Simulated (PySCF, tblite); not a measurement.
Species: C2H5F3O2Si2.
Structure used (GFN2-xTB), in Å, numbered top down from 1:
```
atom  x, y, z in Å
O1    -0.946   -1.241   -0.823
C2    -1.068   -0.104   -0.461
Si3    0.303    0.973    0.355
O4     1.556    0.005    0.561
Si5    2.492   -1.344    0.453
C6    -2.425    0.615   -0.622
F7    -2.979    0.825    0.584
F8    -2.247    1.829   -1.175
F9    -3.320   -0.031   -1.366
H10    0.642    2.023   -0.597
H11   -0.195    1.397    1.656
H12    3.486   -1.114    1.497
H13    1.644   -2.501    0.710
H14    3.057   -1.332   -0.893
```

Level of theory: CAM-B3LYP/def2-SVPD in PySCF (dipole) on a GFN2-xTB geometry, gas phase.

Masses are those of the commonest isotopes; rigid-rotor values at the optimised geometry. The values belong to one conformer with, in the numbering `[O:1]=[C:2]([SiH2:3][O:4][SiH3:5])[C:6]([F:7])([F:8])[F:9]`, O1–C2–Si3–O4 -5°, C2–Si3–O4–Si5 8°.

(1) Give the principal moments of inertia and the rotational constants in cm⁻¹.

(2) What kind of rotor is it?

(3) Is it planar, by Δ = Ic − Ia − Ib?

(4) Give the other two planar moments, Paa and Pbb, and the rms extents of the mass along the axes.

(5) List the rotational levels J(Ka,Kc) to J = 5 (MHz).

(6) Predict some low-J microwave lines.

(7) Estimate the classical rotational partition function at 10 K, 100 K and 200 K.

Results:

(1) Ia = 191.59, Ib = 901.83, Ic = 992.59 u·Å²; 505379 MHz·u·Å²/I gives 2638, 560.4 and 509.2 MHz, that is A = 0.08799, B = 0.01869, C = 0.01698 cm⁻¹.

(2) A near-prolate asymmetric top; Ray's κ = -0.952.

(3) Not planar: Δ = Ic − Ia − Ib = -100.83 u·Å². For a rigid frame Δ = −2 Σ m c², so Σ m c² = 50.41 u·Å² lies off the ab plane: 6.11 from hydrogen and 44.31 from heavier atoms. The atom farthest from that plane is 1.37 Å away.

(4) Paa = Σ m a² = (Ib + Ic − Ia)/2 = 851.41 and Pbb = Σ m b² = (Ia + Ic − Ib)/2 = 141.18 u·Å². With the mass M = 173.98 u, the rms extents √(P/M) along a, b and c are 2.21, 0.90, 0.54 Å.

(5) Above 0(0,0):
J = 1: 1(0,1) 1070, 1(1,1) 3147, 1(1,0) 3198
J = 2: 2(0,2) 3208, 2(1,2) 5235, 2(1,1) 5389, 2(2,1) 11621, 2(2,0) 11622
J = 3: 3(0,3) 6413, 3(1,3) 8366, 3(1,2) 8673, 3(2,2) 14829, 3(2,1) 14834, 3(3,1) 25345, 3(3,0) 25345
J = 4: 4(0,4) 10681, 4(1,4) 12540, 4(1,3) 13052, 4(2,3) 19107, 4(2,2) 19121, 4(3,2) 29625, 4(3,1) 29625, 4(4,1) 44345, 4(4,0) 44345
J = 5: 5(0,5) 16011, 5(1,5) 17756, 5(1,4) 18524, 5(2,4) 24453, 5(2,3) 24485, 5(3,3) 34976, 5(3,2) 34976, 5(4,2) 49695, 5(4,1) 49695, 5(5,1) 68620, 5(5,0) 68620
Those of J = 1 are B + C, A + C and A + B.

(6) The dipole components are |μa| = 1.94 D, |μb| = 1.46 D, |μc| = 0.06 D. Intensities carry the squares of the components, which stand as 1.00 : 0.56 : 0.00 (a : b : c). Some lines, for components of 0.1 D or more:

```
type  branch         J(Ka,Kc)    MHz  lower level (cm⁻¹)
   a       Q  4(1,3) ← 4(1,4)    512               0.418
   a       R  3(2,2) ← 2(2,1)   3209               0.388
   a       R  3(2,1) ← 2(2,0)   3212               0.388
   a       R  5(4,1) ← 4(4,0)   5350               1.479
   a       R  5(1,4) ← 4(1,3)   5472               0.435
   b       R  2(2,0) ← 1(1,1)   8475               0.105
   b       R  3(2,1) ← 2(1,2)   9599               0.175
   b       Q  3(3,1) ← 3(2,2)  10516               0.495
   b       R  5(2,4) ← 4(1,3)  11400               0.435
   b       Q  5(4,2) ← 5(3,3)  14719               1.167
   b       R  5(3,2) ← 4(2,3)  15869               0.637
   b       Q  5(5,0) ← 5(4,1)  18925               1.658
   b       Q  5(5,1) ← 5(4,2)  18925               1.658
```

(7) Point group C1, symmetry number σ = 1; q = (√π/σ)·√((kT/h)³/(ABC)), k/h = 20836.6 MHz/K: 6150 at 10 K, 194000 at 100 K, 550000 at 200 K.

Its lowest GFN2-xTB frequency is 8i cm⁻¹, too small to tell a flat minimum from a shallow saddle. Constants of a rigid frame at the computed geometry: no zero-point averaging, no centrifugal distortion. A rigid rotor knows nothing of internal rotation, which can split or shift real lines.
